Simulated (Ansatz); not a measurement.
MoO2Br, SMILES [O]=[Mo](=[O])[Br] (connectivity only; charge and spin as stated), neutral, multiplicity 2. Atoms are numbered in the order given.

```xyz
4

Mo     0.0000     0.0000     0.6795
O      0.0000    -1.4085     1.6084
O      0.0000     1.4085     1.6084
Br     0.0000     0.0000    -1.7571
```
Charge 0, spin multiplicity 2.

Geometry: B3LYP-D3(BJ)/def2-SVP. The multiplicity is an assumed one; other spin states were not compared. The def2 effective core potentials stand for the cores of Mo; spin–orbit coupling is left out.

Two levels are set side by side: PBE-D3(BJ)/def2-SVP (Ansatz, a quantum-chemistry and plane-wave program) and B3LYP-D3(BJ)/def2-SVP (Ansatz). Each level has its own optimised geometry; the coordinates shown are those of the second. Differences are taken from unrounded values.

```csv
quantity,B3LYP-D3(BJ),PBE-D3(BJ),PBE-D3(BJ) minus B3LYP-D3(BJ)
mean bond length (Å),1.937,1.943,0.006
bond Mo1–O2 (Å),1.687,1.697,0.010
bond Mo1–O3 (Å),1.687,1.697,0.010
bond Mo1–Br4 (Å),2.437,2.434,-0.003
```

Here PBE gives about what the other level gives.
